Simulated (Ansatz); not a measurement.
```yaml
crystal:
  periodic: [false, false, false]
  atoms:
    - {symbol: Ti, position_ang: [-0.843291, -0.987151, -1.483390]}
    - {symbol: Ti, position_ang: [0.843601, 1.005154, 1.474643]}
    - {symbol: Ti, position_ang: [-1.385905, 0.367836, 0.552167]}
    - {symbol: Ti, position_ang: [1.391477, -0.372785, -0.533789]}
    - {symbol: Ti, position_ang: [-0.104022, 1.489684, -1.284992]}
    - {symbol: Ti, position_ang: [0.098149, -1.502728, 1.275352]}
basis:
  gaussian: {orbitals: def2-TZVPD, initial_orbitals: start.molden}
total_charge: -1
magnetization: {spin_polarized: true, initial_magnetization: 1}
hamiltonian: {xc: pbe0, dispersion: d4}
scf: {omitted_lower_state_checks: [starts]}
output: {orbitals: {seedname: orbitals}}
```

The file start.molden holds the orbitals of an earlier run on this structure, at another level or in another basis.

```sh
$ ansatz run in.yaml --threads 4 --pin off --events-out ev --progress --plain --max-ram 4787MiB
```

Q: Does this run fit into the memory that it is given?

A: No. It has 288 basis functions, and Ansatz plans for 4.77 GiB where 4.67 GiB are given.
